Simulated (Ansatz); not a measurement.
Ansatz (a program for electronic structure) input (HF/6-31G*):

Ansatz 0.2 input:
```yaml
crystal:
  periodic: [false, false, false]
  atoms:
    - {symbol: Si, position_ang: [-1.16842619, 0.01930935, 0.00245763]}
    - {symbol: C, position_ang: [0.51252386, 0.70956311, 0.00103239]}
    - {symbol: C, position_ang: [0.48878921, -0.72611076, -0.00313852]}
    - {symbol: C, position_ang: [1.72501470, -0.02850751, -0.00362833]}
basis:
  gaussian:
    orbitals: 6-31G*
hamiltonian:
  xc: {name: HF}
phonons: {temperatures: {t_min: 298.15, t_max: 298.15, t_step: 100}}
```

Output:

```
Functional definition: HF
integrals: 0.01 GiB planned
667 factors; integrals over basis functions are off by at most 2.9e-4 eV
mean field: 0.11 GiB planned
mean field evaluation 1: about -10945.2394 eV, gradient 2.0e1 eV
mean field evaluation 2: about -10945.2477 eV, gradient 2.0e1 eV
mean field evaluation 4: about -10946.7199 eV, gradient 2.9e0 eV
mean field evaluation 8: about -10946.7593 eV, gradient 5.6e-4 eV
mean field evaluation 16: about -10946.7593 eV, gradient 1.2e-5 eV
mean field -10946.75929463 eV, -402.2859840978 hartree, gradient 1.2e-5 eV, S^2 0.000000; 0 other end points of the search recorded, 0 dependent functions left out
the calculation of the forces begins
reference -10946.75929463 eV, -402.2859840978 hartree; 16, 16 occupied and 48, 48 virtual orbitals, 667 factors
these checks for a lower state are left out or cut short: stability, starts, cluster_reference, orbital_swaps, neighbouring_geometries, increment
integrals: 0.01 GiB planned
667 factors; integrals over basis functions are off by at most 2.9e-4 eV
mean field: 0.11 GiB planned
mean field -10946.75924857 eV, -402.2859824051 hartree, gradient 1.8e-6 eV, S^2 0.000000; 0 other end points of the search recorded, 0 dependent functions left out
the calculation of the forces begins
reference -10946.75924857 eV, -402.2859824051 hartree; 16, 16 occupied and 48, 48 virtual orbitals, 667 factors
these checks for a lower state are left out or cut short: stability, starts, cluster_reference, orbital_swaps, neighbouring_geometries, increment
integrals: 0.01 GiB planned
667 factors; integrals over basis functions are off by at most 2.9e-4 eV
mean field: 0.11 GiB planned
mean field -10946.75924811 eV, -402.2859823880 hartree, gradient 1.6e-6 eV, S^2 0.000000; 0 other end points of the search recorded, 0 dependent functions left out
the calculation of the forces begins
reference -10946.75924811 eV, -402.2859823880 hartree; 16, 16 occupied and 48, 48 virtual orbitals, 667 factors
these checks for a lower state are left out or cut short: stability, starts, cluster_reference, orbital_swaps, neighbouring_geometries, increment
integrals: 0.01 GiB planned
667 factors; integrals over basis functions are off by at most 2.9e-4 eV
mean field: 0.11 GiB planned
mean field evaluation 32: about -10946.7592 eV, gradient 2.3e-5 eV
mean field -10946.75917797 eV, -402.2859798105 hartree, gradient 1.2e-6 eV, S^2 0.000000; 0 other end points of the search recorded, 0 dependent functions left out
the calculation of the forces begins
reference -10946.75917797 eV, -402.2859798105 hartree; 16, 16 occupied and 48, 48 virtual orbitals, 667 factors
these checks for a lower state are left out or cut short: stability, starts, cluster_reference, orbital_swaps, neighbouring_geometries, increment
integrals: 0.01 GiB planned
667 factors; integrals over basis functions are off by at most 2.9e-4 eV
mean field: 0.11 GiB planned
mean field -10946.75917806 eV, -402.2859798139 hartree, gradient 1.2e-6 eV, S^2 0.000000; 0 other end points of the search recorded, 0 dependent functions left out
the calculation of the forces begins
reference -10946.75917806 eV, -402.2859798139 hartree; 16, 16 occupied and 48, 48 virtual orbitals, 667 factors
these checks for a lower state are left out or cut short: stability, starts, cluster_reference, orbital_swaps, neighbouring_geometries, increment
integrals: 0.01 GiB planned
667 factors; integrals over basis functions are off by at most 2.9e-4 eV
mean field: 0.11 GiB planned
mean field -10946.75922048 eV, -402.2859813729 hartree, gradient 1.9e-6 eV, S^2 0.000000; 0 other end points of the search recorded, 0 dependent functions left out
the calculation of the forces begins
reference -10946.75922048 eV, -402.2859813729 hartree; 16, 16 occupied and 48, 48 virtual orbitals, 667 factors
these checks for a lower state are left out or cut short: stability, starts, cluster_reference, orbital_swaps, neighbouring_geometries, increment
integrals: 0.01 GiB planned
667 factors; integrals over basis functions are off by at most 2.9e-4 eV
mean field: 0.11 GiB planned
mean field -10946.75922364 eV, -402.2859814889 hartree, gradient 1.5e-6 eV, S^2 0.000000; 0 other end points of the search recorded, 0 dependent functions left out
the calculation of the forces begins
reference -10946.75922364 eV, -402.2859814889 hartree; 16, 16 occupied and 48, 48 virtual orbitals, 667 factors
these checks for a lower state are left out or cut short: stability, starts, cluster_reference, orbital_swaps, neighbouring_geometries, increment
integrals: 0.01 GiB planned
667 factors; integrals over basis functions are off by at most 2.9e-4 eV
mean field: 0.11 GiB planned
mean field -10946.75922126 eV, -402.2859814014 hartree, gradient 1.3e-6 eV, S^2 0.000000; 0 other end points of the search recorded, 0 dependent functions left out
the calculation of the forces begins
reference -10946.75922126 eV, -402.2859814014 hartree; 16, 16 occupied and 48, 48 virtual orbitals, 667 factors
these checks for a lower state are left out or cut short: stability, starts, cluster_reference, orbital_swaps, neighbouring_geometries, increment
integrals: 0.01 GiB planned
667 factors; integrals over basis functions are off by at most 2.9e-4 eV
mean field: 0.11 GiB planned
mean field evaluation 64: about -10946.7488 eV, gradient 1.7e-1 eV
mean field -10946.75921641 eV, -402.2859812231 hartree, gradient 1.2e-6 eV, S^2 0.000000; 0 other end points of the search recorded, 0 dependent functions left out
the calculation of the forces begins
reference -10946.75921641 eV, -402.2859812231 hartree; 16, 16 occupied and 48, 48 virtual orbitals, 667 factors
Total energy: -10946.75929463 eV, -402.2859840978 hartree
Atom 0 at    -1.168426     0.019309     0.002458 Å, force     0.000209    -0.000003    -0.000000 eV/Å
Atom 1 at     0.512524     0.709563     0.001032 Å, force    -0.000894    -0.000226     0.000001 eV/Å
Atom 2 at     0.488789    -0.726111    -0.003139 Å, force    -0.000886     0.000256     0.000003 eV/Å
Atom 3 at     1.725015    -0.028508    -0.003628 Å, force     0.001572    -0.000026    -0.000003 eV/Å
Dipole moment:    -0.797551     0.013180     0.001678 e Å
Vibrations: 334.92 391.97 763.44 1118.83 1163.86 1554.28 cm⁻¹, zero-point energy 0.330250 eV
```

The blocks after the first are displaced geometries, from whose forces the wavenumbers follow.
